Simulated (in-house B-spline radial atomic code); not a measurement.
**Ionising Bi8+ with different functionals**

Computed with a radial B-spline atomic code at the basis-set limit: four-component Dirac-Coulomb Hamiltonian, Fermi nucleus of rms radius 5.5211 fm, spin-restricted, spherical fractional occupations for the functionals. The ionisation energy is the difference of two self-consistent energies, [Xe] 4f14 5d7 → [Xe] 4f14 5d6, without Breit or QED terms; ε is the level of the shell that loses the electron (mean over j). The electron is taken from both j subshells in proportion to 2j + 1, so the result is a j average, not the step between ground levels.

Hybrids are left out here: with spherical fractional occupations of an open shell their exact exchange keeps a self-interaction that integer-occupation calculations don't have.

| method | rung | ΔSCF (eV) | -ε(5d) (eV) |
| --- | --- | --- | --- |
| LDA VWN5 | LDA | 145.41 | 135.67 |
| relativistic LDA | LDA | 145.39 | 135.66 |
| LDA PW92 | LDA | 145.40 | 135.66 |
| LDA exchange-only | LDA | 143.45 | 133.72 |
| PBE | GGA | 145.13 | 135.40 |
| PBEsol | GGA | 145.15 | 135.42 |
| BLYP | GGA | 144.89 | 135.16 |
| RPBE | GGA | 145.08 | 135.34 |
| PW91 | GGA | 145.23 | 135.49 |
| BP86 | GGA | 145.22 | 135.48 |
| AM05 | GGA | 145.20 | 135.46 |
| OLYP | GGA | 145.65 | 135.89 |

(1) How do they compare with the NIST value?

Answers

(1) NIST lists 143 eV ± 2.2 (tabulated theory, ground level to ground level). Errors run from +0.45 to +2.65 eV; all lie within about twice that uncertainty, so the table can't rank the methods.
